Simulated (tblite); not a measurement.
C₅H₁₅N₃Si.
Geometry (GFN2-xTB, Å), atoms numbered from 1 in this order:
```
atom  x, y, z in Å
C1     0.056    2.832    0.802
N2     0.382    1.628    0.820
Si3    0.395    0.399   -0.397
C4    -1.198   -0.604   -0.117
N5    -2.349    0.280   -0.123
C6    -3.597   -0.417    0.112
N7     1.756   -0.546    0.062
C8     1.891   -1.921   -0.347
C9     3.033    0.090    0.267
H10    0.051    3.395    1.734
H11   -0.228    3.392   -0.093
H12    0.395    0.901   -1.787
H13   -1.338   -1.314   -0.935
H14   -1.134   -1.195    0.811
H15   -2.220    0.990    0.592
H16   -4.413    0.305    0.130
H17   -3.610   -0.991    1.052
H18   -3.765   -1.112   -0.712
H19    2.418   -2.015   -1.304
H20    0.908   -2.372   -0.446
H21    2.458   -2.474    0.407
H22    2.871    1.095    0.646
H23    3.613    0.153   -0.662
H24    3.616   -0.477    0.997
```

Level: GFN2-xTB in tblite, geometry and Hessian alike; calculated harmonic values, unscaled, isolated species. This tight-binding method is rough: wavenumbers can miss measured ones by several per cent, in bad cases by 10 to 20. Modes of hydrogen on silicon can be 10 to 20 % off. One conformer, not necessarily the lowest.

Harmonic wavenumbers (cm⁻¹): 43.7, 56.2, 63.9, 84.6, 93.2, 140.8, 164.3, 194.8, 206.5, 230.6, 245.1, 266.1, 281.4, 300.1, 367.8, 399.0, 486.9, 654.9, 674.5, 698.8, 761.5, 789.3, 796.0, 866.8, 995.5, 1003.0, 1042.1, 1056.1, 1088.7, 1089.6, 1128.9, 1130.0, 1147.5, 1165.5, 1210.6, 1234.3, 1291.4, 1307.9, 1408.9, 1413.3, 1422.4, 1424.3, 1453.2, 1482.3, 1487.5, 1490.9, 1491.5, 1499.5, 1501.6, 1510.5, 1765.6, 2128.4, 2814.7, 2843.6, 2872.0, 2886.5, 2888.8, 2949.3, 2955.6, 2956.9, 2958.7, 2994.5, 3011.2, 3045.4, 3050.4, 3359.9.

A = 1861, B = 870.7, C = 627.5 MHz; mass 145.104 u (most abundant isotopes); point group C1, symmetry number 1.

Q: What is the zero-point energy?

A: Half the sum of the wavenumbers: 43913 cm⁻¹ = 525.31 kJ/mol.

Q: Give the ideal-gas entropy at 350 K and 1 bar in the rigid-rotor, harmonic-oscillator model (classical rotation).

A: Translation 174.27, rotation 128.09, vibration 215.87: S = 518.2 J/(mol K).

Q: And Cp and H(350 K) − H(0)?

A: Cp = 225.78 J/(mol K), of which vibrations give 192.52 (their classical limit is 66 R = 548.8); H(350 K) − H(0) = 49.05 kJ/mol without the zero-point energy, 37.41 from vibrations.

Q: Which modes carry the vibrational entropy at 350 K?

A: 43.7 cm⁻¹: 22.60; 56.2 cm⁻¹: 20.52; 63.9 cm⁻¹: 19.45; 84.6 cm⁻¹: 17.14; 93.2 cm⁻¹: 16.34; 140.8 cm⁻¹: 12.98 J/(mol K); the other 60 give 106.84 together.

Q: Blend soft modes into free rotors: weight 1/[1 + (100 cm⁻¹/ν̃)⁴] for the oscillator and the rest for a rotor with moment μB/(μ + B), μ = h/(8π²ν), B = 10⁻⁴⁴ kg m². What vibrational entropy results?

A: 195.29 J/(mol K) in place of 215.87, which changes −T·S at 350 K by +7.20 kJ/mol.

Q: What must be added to the electronic energy to get the Gibbs energy at 350 K and 1 bar?

A: ZPE + [H(350 K) − H(0)] − T·S = 525.31 + 49.05 − 181.38 = 392.98 kJ/mol.

Hindered rotation and anharmonicity are outside this model. Other conformers, if any are populated, would add a mixing term that is left out. The structure is chiral; the term R ln 2 for an equal mix with its mirror image is left out.

Time: 2.1 s wall. Hardware: one thread, Arm Neoverse N1 (aarch64) (shared host). The figure is for the frequency step alone.
